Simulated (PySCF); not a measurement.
benzoquinone (C₆H₄O₂), SMILES O=C1C=CC(=O)C=C1. Heavy atoms are numbered as in [O:1]=[C:2]1[CH:3]=[CH:4][C:5](=[O:6])[CH:7]=[CH:8]1. Hydrogens are named by the atom that carries them.

The structure is a stationary point at PBE0-D3(BJ)/def2-SVP.

The numbers are results of HF/pcSseg-1 (PySCF), not measurements.

GIAO shieldings, no solvent; atoms alike by connectivity are averaged. δ = σ(ref) − σ: ¹⁷O against H2O (σ = 333.0 ppm); ¹³C against TMS (σ = 192.6 ppm); ¹H against TMS (σ = 31.99 ppm), references at their B3LYP-D3(BJ)/def2-TZVP geometries, non-relativistic.

```json
[
 {"atoms": "O1", "nucleus": "¹⁷O", "count": "2", "δ (ppm)": "___"},
 {"atoms": "C2", "nucleus": "¹³C", "count": "2", "δ (ppm)": "191.7"},
 {"atoms": "C3 (CH)", "nucleus": "¹³C", "count": "4", "δ (ppm)": "145.9"},
 {"atoms": "H on C3", "nucleus": "¹H", "count": "4", "δ (ppm)": "___"}
]
```

### Question
Complete the blanks. (An estimate is asked for; the answer gives what the named calculation found.)

### Answer

- O1, δ (ppm): 712.5
- H on C3, δ (ppm): 7.27
